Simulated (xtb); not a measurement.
xtb input (GFN1-xTB):

```bash
xtb mol.xyz --gfn 1 --sp --chrg 1 --uhf 0
```
mol.xyz:
```
3

Ga     0.00000000     0.00000000     0.00000000
Br    -0.00000000    -0.00000000    -2.18365141
Br     0.00000000     0.00000000     2.18365141
```

End of the output:

```
         :::::::::::::::::::::::::::::::::::::::::::::::::::::
         ::                     SUMMARY                     ::
         :::::::::::::::::::::::::::::::::::::::::::::::::::::
         :: total energy              -8.698607017144 Eh    ::
         :: gradient norm              0.064433828198 Eh/a0 ::
         :: HOMO-LUMO gap              4.768339187493 eV    ::
         ::.................................................::
         :: SCC energy                -8.753518397355 Eh    ::
         :: -> electrostatic           0.113343674872 Eh    ::
         :: repulsion energy           0.055952838081 Eh    ::
         :: dispersion energy         -0.001041457871 Eh    ::
         :: halogen bond corr.         0.000000000000 Eh    ::
         :: add. restraining           0.000000000000 Eh    ::
         :: total charge               1.000000000000 e     ::
         :::::::::::::::::::::::::::::::::::::::::::::::::::::

           -------------------------------------------------
          |                Property Printout                |
           -------------------------------------------------

    * Orbital Energies and Occupations

         #    Occupation            Energy/Eh            Energy/eV
      -------------------------------------------------------------
         1        2.0000           -0.9819207             -26.7194
         2        2.0000           -0.9772472             -26.5922
         3        2.0000           -0.7971972             -21.6928
         4        2.0000           -0.7206944             -19.6111
         5        2.0000           -0.7137679             -19.4226
         6        2.0000           -0.7137679             -19.4226
         7        2.0000           -0.7117391             -19.3674
         8        2.0000           -0.7117391             -19.3674 (HOMO)
         9                         -0.5365059             -14.5991 (LUMO)
        10                         -0.4281832             -11.6515
        11                         -0.4281832             -11.6515
        12                         -0.3863758             -10.5138
        13                         -0.3863758             -10.5138
        14                         -0.3562129              -9.6930
        15                         -0.3562129              -9.6930
        16                         -0.3552597              -9.6671
        17                         -0.3552597              -9.6671
        18                         -0.3549339              -9.6582
Note: The following floating-point exceptions are signalling: IEEE_DENORMAL
normal termination of xtb
        19                         -0.2952895              -8.0352
       ...                                ...                  ...
        27                          0.7852293              21.3672
      -------------------------------------------------------------
                  HL-Gap            0.1752332 Eh            4.7683 eV
             Fermi-level           -0.6241225 Eh          -16.9832 eV

  Mulliken/CM5 charges         n(s)   n(p)   n(d)
     1Ga    0.74917  0.68120   1.107  0.702  0.442
     2Br    0.12541  0.15940   1.908  4.974 -0.008
     3Br    0.12541  0.15940   1.908  4.974 -0.008

Wiberg/Mayer (AO) data.
largest (>0.10) Wiberg bond orders for each atom

 ---------------------------------------------------------------------------
     #   Z sym  total        # sym  WBO       # sym  WBO       # sym  WBO
 ---------------------------------------------------------------------------
     1  31 Ga   2.986 --     2 Br   1.493     3 Br   1.493
     2  35 Br   1.680 --     1 Ga   1.493     3 Br   0.187
     3  35 Br   1.680 --     1 Ga   1.493     2 Br   0.187
 ---------------------------------------------------------------------------

Topologies differ in total number of bonds
Writing topology from bond orders to xtbtopo.mol

 dipole moment from electron density (au)
     X       Y       Z
  -0.0000   0.0000  -0.0000  total (Debye):    0.000

           -------------------------------------------------
          | TOTAL ENERGY               -8.698607017144 Eh   |
          | GRADIENT NORM               0.064433828198 Eh/α |
          | HOMO-LUMO GAP               4.768339187493 eV   |
           -------------------------------------------------

------------------------------------------------------------------------
------------------------------------------------------------------------
 total:
 SCF:
```
